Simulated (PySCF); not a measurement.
## Bond curve of SbF

Set-up: Sb def2-TZVPP with ECP28, F def2-TZVPP; scalar-relativistic core potentials (PySCF 2.14). Energies in eV from Sb + F in their ground configurations at the same level. All curves are PBE0. state 1: ³Σ⁻ (triplet), unpaired electrons π ↑↑; state 2: Ms = 0 determinant of mixed spin (⟨S²⟩ near 1.0), unpaired electrons π ↑↓, a mixture of terms (⟨Lz²⟩ = 2.0), a second solution, started from another occupation; state 3: singlet, one real π or δ orbital doubly filled, a mixture of terms (⟨Lz²⟩ = 2.0), a second solution, started from another occupation; state 4: quintet, unpaired electrons σ ↑↑, π ↑↑, a second solution, started from another occupation.

| R (Å) | state 1 | state 2 | state 3 | state 4 |
| --- | --- | --- | --- | --- |
| 1.655 | -2.767 | -2.463 | -1.527 | 4.5057 |
| 1.732 | -3.513 | -3.207 | -2.268 | 3.5384 |
| 1.810 | -3.908 | -3.602 | -2.659 | 2.8602 |
| 1.867 | -4.044 | -3.737 | -2.790 | 2.4766 |
| 1.925 | -4.079 | -3.770 | -2.821 | 2.1668 |
| 1.983 | -4.039 | -3.729 | -2.777 | 1.9086 |
| 2.060 | -3.904 | -3.592 | -2.636 | 1.6212 |
| 2.156 | -3.648 | -3.334 | -2.373 | 1.3249 |
| 2.272 | -3.273 | -2.955 | -1.988 | 1.0335 |
| 2.425 | -2.733 | -2.408 | -1.434 | 0.7276 |

Task: Put a parabola through the three lowest points of the state 1 curve and estimate Re, k and ωe (reduced mass 16.42 u; 1 eV/Å² = 0.16022 mdyn/Å; ωe = 1302.8·√(k/μ) cm⁻¹).

Result: Through R = 1.867, 1.925, 1.983 Å the second-order coefficient is 11.1 eV/Å², so Re ≈ 1.923 Å, k ≈ 3.57 mdyn/Å and ωe ≈ 608 cm⁻¹. A polynomial fit of higher order to the unrounded PBE0 energies gives Re = 1.920 Å, k = 3.65 mdyn/Å, ωe = 614 cm⁻¹; anharmonicity and rounding make the difference.

The higher-order fit for each curve: state 1: Re = 1.920 Å, ωe = 614 cm⁻¹, De = 4.08 eV; state 2: Re = 1.919 Å, ωe = 616 cm⁻¹, minimum 3.77 eV below the ground-state fragments; state 3: Re = 1.917 Å, ωe = 619 cm⁻¹, minimum 2.82 eV below the ground-state fragments. State 4 gave no clean fit.

These are scalar-relativistic numbers at best; spin–orbit coupling would shift them, the dissociation energy most. The state was picked by a PBE0 search and need not be the measured ground state.
